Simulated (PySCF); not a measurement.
PySCF 2.14 output of an unrestricted PBE0 calculation on a single atom or ion in aug-cc-pwCVDZ-PP with ECP28MDF, with a scalar-relativistic core potential:

```
SCF conv_tol = 1e-09
number electrons alpha = 12  beta = 9
    C. Adamo and V. Barone.,  J. Chem. Phys. 110, 6158 (1999)
    M. Ernzerhof and G. E. Scuseria.,  J. Chem. Phys. 110, 5029 (1999)
cycle= 1 E= -189.812718577637  delta_E= -0.00528  |g|= 0.0417  |ddm|= 0.956
cycle= 2 E= -189.812885563981  delta_E= -0.000167  |g|= 0.0349  |ddm|= 0.26
cycle= 3 E= -189.81317076416  delta_E= -0.000285  |g|= 0.00166  |ddm|= 0.0871
cycle= 4 E= -189.813182314131  delta_E= -1.15e-05  |g|= 0.000428  |ddm|= 0.0236
cycle= 5 E= -189.813185437087  delta_E= -3.12e-06  |g|= 8.07e-05  |ddm|= 0.0169
cycle= 6 E= -189.813185523924  delta_E= -8.68e-08  |g|= 6.73e-06  |ddm|= 0.00328
cycle= 7 E= -189.813185524007  delta_E= -8.31e-11  |g|= 2.8e-07  |ddm|= 9.72e-05
converged SCF energy = -189.813185524007  <S^2> = 3.7512585  2S+1 = 4.0006292
```

The run itself started from symmetry-adapted Hartree-Fock orbitals and held the occupation by maximum overlap, on a logarithmic radial grid, so the iterations belong to that start.

Which element, charge and spin multiplicity is this?

In (indium, neutral), multiplicity 4; the state was [Kr] 4d10 5s1 5p1 6s1, high-spin 4P determinant (an excited configuration).

Energies and moments cover only the electrons outside the core potential. The outer electron is Rydberg-like, and this basis confines it to a smaller radius and binds it less than a complete one would.
